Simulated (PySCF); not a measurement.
NMR data simulated for an unnamed compound:

¹H NMR (400 MHz, computed): δ 5.99 (m, 1H), 4.31 (m, 1H), 4.25 (m, 1H), 3.47 (s, 3H), 0.73 (m, 1H), 0.65 (br s, 2H), 0.60 (m, 1H), 0.10 (br s, 2H).

¹³C{¹H} NMR (computed): δ 23.1 (CH2).

PySCF 2.14.0 with density-fitted response routines calculation with σ from GIAO-PBE0/pcSseg-1 and geometry from GFN2-xTB; relativity neglected, gas phase, rapidly exchanging positions averaged, single conformer.

δ = σ(ref) − σ, references computed at the same level: ¹H (σref 31.72) and ¹³C (σref 186.93) vs TMS.

Q: Which of these does the molecule contain: a benzene ring, a non-aromatic C=C double bond, an NH or NH2 group, a Si–H bond, a three-membered ring?

A: 
- A benzene ring: no.
- A non-aromatic C=C double bond: no.
- An NH or NH2 group: yes (δH 0.10 (br s)).
- A Si–H bond: yes (δH 5.99 (m)).
- A three-membered ring: no.

The data belong to `C1[Si@@H](N)[SiH2][Si@]1(N)[SiH3]`, CH12N2Si4; they needn't prove each group on their own.

Carbon signals by region: 1 below 50 ppm.

OH/NH shifts are gas-phase values; hydrogen bonding in solution moves them, usually downfield. Shifts are as computed. Against solution values, carbons near 30 ppm lie about +3 ppm off and those near 130 ppm about +5 ppm. Of 1211 compounds with measured shifts, 218 miss one by over three times the rms of a fit or turn the order of signals round; such compounds aren't used in these exercises. No couplings were computed; multiplicities are counted from neighbouring protons, with m where these are inequivalent, close in shift, in a saturated or five-membered ring or joined by F or P, and br s for small geminal =CH2 splittings.
